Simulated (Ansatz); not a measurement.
The inner images of a band of Cl$_{2}$GaH$_{6}$NSi (11 atoms, charge 0, multiplicity 1) are given out of order.

All numbers below come from RKS PBE/def2-SVP (Ansatz).

First end point:

```xyz
11
Properties=species:S:1:pos:R:3
Ga 0.013 -0.127 0.039
H -0.376 1.234 0.717
Cl 2.126 -0.474 -0.497
Cl -1.398 -1.039 -1.395
N -0.212 -1.647 1.509
H -0.886 -2.265 1.025
Si 1.288 -2.560 2.040
H 1.785 -3.335 0.868
H 2.253 -1.558 2.581
H 0.851 -3.493 3.137
H -0.717 -1.246 2.315
```

Last end point:

```xyz
11
Properties=species:S:1:pos:R:3
Ga 0.220 -0.848 -0.260
H -0.969 1.044 1.752
Cl 1.944 0.428 -0.386
Cl -1.438 -0.486 -1.586
N 0.148 -2.272 0.882
H -0.733 -2.794 0.818
Si 1.356 -2.856 2.022
H 1.723 -4.291 1.741
H 2.565 -1.982 1.869
H 0.858 -2.786 3.444
H -0.947 0.332 2.042
```

Put them in order from the first end to the last, with their energies above the first end.
A.
```xyz
11
Properties=species:S:1:pos:R:3
Ga 0.003 -0.123 -0.022
H -0.502 1.033 0.918
Cl 2.121 -0.183 -0.596
Cl -1.376 -0.857 -1.569
N -0.155 -1.716 1.412
H -0.873 -2.354 1.033
Si 1.279 -2.612 2.106
H 1.783 -3.565 1.073
H 2.283 -1.588 2.516
H 0.786 -3.367 3.311
H -0.622 -1.178 2.158
```
B.
```xyz
11
Properties=species:S:1:pos:R:3
Ga 0.007 -0.398 -0.159
H -0.508 0.563 1.143
Cl 2.057 -0.006 -0.747
Cl -1.561 -0.721 -1.622
N -0.114 -1.746 1.395
H -0.957 -2.339 1.305
Si 1.274 -2.625 2.165
H 1.847 -3.685 1.264
H 2.309 -1.595 2.472
H 0.768 -3.279 3.418
H -0.396 -0.679 1.704
```
C.
```xyz
11
Properties=species:S:1:pos:R:3
Ga 0.142 -0.884 -0.259
H -0.750 0.999 1.571
Cl 1.978 0.175 -0.620
Cl -1.549 -0.524 -1.543
N 0.037 -2.149 1.059
H -0.865 -2.637 1.086
Si 1.324 -2.805 2.068
H 2.076 -3.935 1.412
H 2.296 -1.704 2.379
H 0.710 -3.330 3.338
H -0.671 0.283 1.848
```
D.
```xyz
11
Properties=species:S:1:pos:R:3
Ga 0.010 -0.111 0.029
H -0.432 1.163 0.833
Cl 2.129 -0.348 -0.525
Cl -1.378 -0.941 -1.469
N -0.192 -1.683 1.458
H -0.859 -2.316 0.987
Si 1.284 -2.580 2.067
H 1.750 -3.480 0.971
H 2.293 -1.568 2.496
H 0.833 -3.392 3.251
H -0.710 -1.253 2.240
```
E.
```xyz
11
Properties=species:S:1:pos:R:3
Ga -0.006 -0.170 -0.095
H -0.544 0.865 0.967
Cl 2.105 -0.074 -0.665
Cl -1.407 -0.814 -1.652
N -0.124 -1.749 1.379
H -0.907 -2.374 1.127
Si 1.277 -2.620 2.151
H 1.825 -3.615 1.181
H 2.269 -1.573 2.535
H 0.758 -3.327 3.374
H -0.518 -1.059 2.038
```
F.
```xyz
11
Properties=species:S:1:pos:R:3
Ga -0.009 -0.262 -0.157
H -0.534 0.687 1.019
Cl 2.084 -0.039 -0.730
Cl -1.487 -0.794 -1.672
N -0.111 -1.762 1.378
H -0.945 -2.355 1.246
Si 1.276 -2.610 2.184
H 1.841 -3.648 1.265
H 2.283 -1.559 2.516
H 0.756 -3.274 3.428
H -0.427 -0.895 1.862
```
G.
```xyz
11
Properties=species:S:1:pos:R:3
Ga 0.038 -0.529 -0.143
H -0.529 0.508 1.282
Cl 2.040 0.061 -0.701
Cl -1.561 -0.648 -1.595
N -0.094 -1.808 1.352
H -0.950 -2.380 1.281
Si 1.271 -2.657 2.129
H 1.881 -3.702 1.234
H 2.302 -1.623 2.469
H 0.768 -3.323 3.380
H -0.439 -0.410 1.650
```

D (+0.02 eV), A (+0.09 eV), E (+0.22 eV), F (+0.46 eV), B (+1.09 eV), G (+1.68 eV), C (+0.94 eV).

Time of the run: 6.6 min on 4 threads of Arm Neoverse V1, on a shared host, peak memory 0.2 GiB.
